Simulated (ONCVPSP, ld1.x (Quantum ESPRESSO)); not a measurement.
# Pseudopotentials across the periodic table

Generated with ld1.x 7.5 (TM, RRKJ, ultrasoft, PAW), atompaw 4.2 or ONCVPSP 4.0.1. The cutoff is in Ry: for ld1.x and atompaw files where the sum of valence levels is converged to 10 mRy in a Bessel basis, for ONCV files where the hardest occupied wave has 1 mHa per electron of residual kinetic energy. The error is the largest all-electron minus pseudo excitation energy over each file’s own four to seven test configurations (ionisations up to +4, promotions, holes and added fractions of an electron), all of which were solved. The labels leave out finer settings (local radius, basis sizes, second energies), which also bear on the numbers. Spin-polarised tests are not counted. The rows are a selection from randomly drawn settings: files with unsolved tests, undetermined cutoffs or missed reference levels are left out.

A true bound ghost makes a file unfit for plane-wave use even where its test errors are small: the radial tests pick states by their node count and pass the ghost by.

```tsv
element	potential	cutoff (Ry)	largest error (meV)	bound ghosts
V	ONCV, PBE, scalar-relativistic, rc 1.80/1.75/1.60 (spd), local smoothed, core correction yes, reference 3s2 3p6 3d3 4s1.5 4p0.5, qcut 6.6/9.6/9.9, projectors 2/2/2	71	+40	none
Cr	ONCV, PBEsol, fully relativistic, rc 1.30/1.45/1.75 (spd), local smoothed, core correction yes, reference 3s2 3p6 3d4, qcut 9.3/8.6/8.5, projectors 3/2/2	62	-227	none
Sb	ultrasoft, PBE, scalar-relativistic, rc 1.05/1.65/1.30 (spd), local smoothed, core correction yes, reference 4s2 4p6 4d10 5s2 5p0	90	-29	none
Te	RRKJ, PW91, fully relativistic, rc 1.55/1.80/1.40 (spd), local smoothed, core correction yes, reference 4d10 5s2 5p4	90	+79	s
Ta	ONCV, PBE, scalar-relativistic, rc 1.25/1.30/2.90 (spd), local smoothed, core correction yes, reference 5s2 5p6 5d2, qcut 6.4/6.7/4.9, projectors 2/2/2	125	+53	none
Hg	ONCV, PW91, scalar-relativistic, rc 1.65/1.15/1.50 (spd), local smoothed, core correction yes, reference 5s2 5p6 5d10 6s2, qcut 7/7.8/5.6, projectors 2/1/1	314	+615	s
```

**Question.** Fill in the row for Mo: ONCV, PBE, scalar-relativistic, rc 1.75/1.25/2.35 (spd), local smoothed, core correction yes, reference 4s2 4p6 4d5 5s1, qcut 5.4/6.7/9.7, projectors 2/1/2.

**Answer.** cutoff 101 Ry, largest error -51 meV, bound ghosts: none.

**Question.** Fill in the row for Cs: ONCV, PBEsol, scalar-relativistic, rc 2.90/2.30/2.65 (spd), local smoothed, core correction no, reference 5s2 5p6 6s1, qcut 3.8/3.6/3.1, projectors 2/2/2.

**Answer.** cutoff 9 Ry, largest error -10 meV, bound ghosts: none.
